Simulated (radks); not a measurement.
Results of a calculation; reference values are marked as such.
Question: Gd, 64 electrons, occupied as [Xe] 4f5 5d3 6s2 (not the ground configuration). Level of theory: Dirac Kohn-Sham, LDA (Slater exchange, Perdew-Wang correlation), spin-unpolarised, spherical densities, finite nucleus; open shells are shared between the two j in proportion to 2j + 1; Fermi nuclear charge, rms radius 5.1569 fm (a radial shooting solver on a logarithmic mesh with Libxc functionals). Some entries of the table are withheld. Estimate them.

orbital     occ.  eigenvalue (eV)  r(max) (bohr)  <r^2> (bohr^2)
1s1/2          2        -50010.27        0.01393       0.0006559
2s1/2          2        -8268.824        0.07924         0.01023
2p1/2          2        -7856.006        0.05982        0.007424
2p3/2          4        -7161.146        0.06566        0.008659
3s1/2          2        -1847.952         0.2248         0.06833
3p1/2          2              (1)         0.2119         0.06361
3p3/2          4              (2)         0.2242         0.07070
3d3/2          4        -1214.629         0.1780         0.05643
3d5/2          6        -1183.592         0.1815         0.05840
4s1/2          2              (3)         0.5153          0.3428
4p1/2          2        -315.0945         0.5192          0.3595
4p3/2          4        -282.7966         0.5453          0.3973
4d3/2          4        -166.9096         0.5516          0.4496
4d5/2          6        -160.9993         0.5600          0.4640
5s1/2          2         -56.8984          1.168           1.861
5p1/2          2         -36.4200          1.259           2.298
5p3/2          4         -31.3641          1.330           2.591
4f5/2    2.14286         -23.2075         0.5488             (4)
4f7/2    2.85714         -22.3332         0.5531             (5)
5d3/2        1.2          -5.0064          1.737           6.325
6s1/2          2              (6)          3.125           15.44
5d5/2        1.8          -4.5818          1.777           6.728

Answer: 
(1) 3p1/2 eigenvalue (eV): -1668.487
(2) 3p3/2 eigenvalue (eV): -1526.074
(3) 4s1/2 eigenvalue (eV): -385.1268
(4) 4f5/2 <r^2> (bohr^2): 0.7453
(5) 4f7/2 <r^2> (bohr^2): 0.7610
(6) 6s1/2 eigenvalue (eV): -4.7746
